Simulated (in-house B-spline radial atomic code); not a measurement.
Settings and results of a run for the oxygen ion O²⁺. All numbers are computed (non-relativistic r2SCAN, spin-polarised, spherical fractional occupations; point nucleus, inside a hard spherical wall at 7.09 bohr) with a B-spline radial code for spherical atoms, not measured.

Command:
```bash
python run_scf.py task.json out
```
Settings:
```
Z                8
configuration    [He] 2s1 2p3
hamiltonian      nr
method           r2scan
spin_polarised   True
wall_radius      7.09
```

Output (hartree, bohr):
```
 radial grid: 38 intervals, B-splines of order 8, outer radius 7.09 bohr

 iter        energy (Eh)    residual
    1         -73.014577    1.55e-02
    2         -73.015479    7.95e-04
    3         -73.015485    3.58e-04
    4         -73.015486    1.68e-04
    5         -73.015487    2.18e-05
    6         -73.015487    5.03e-06
    7         -73.015487    5.29e-08

 total energy                       -73.01549
 kinetic                              72.9188
 electron-nucleus                   -165.3149
 Hartree                              27.1391
 exchange-correlation                 -7.7585

 orbital      occ     eigenvalue          <r>       <r^2>       <1/r>       r_max
 1s up      1.000       -20.6525     0.199819   0.0540038     7.62108      0.1294
 1s down    1.000       -20.4993     0.198604   0.0531549     7.64712      0.1292
 2s up      1.000        -2.3161      1.01357     1.21724     1.43432      0.8259
 2p up      3.000        -1.7206     0.983647     1.19742     1.32061      0.7412
```

Time taken, with all properties: 0.05 s on 1 thread of Arm Neoverse V1, on a shared host.
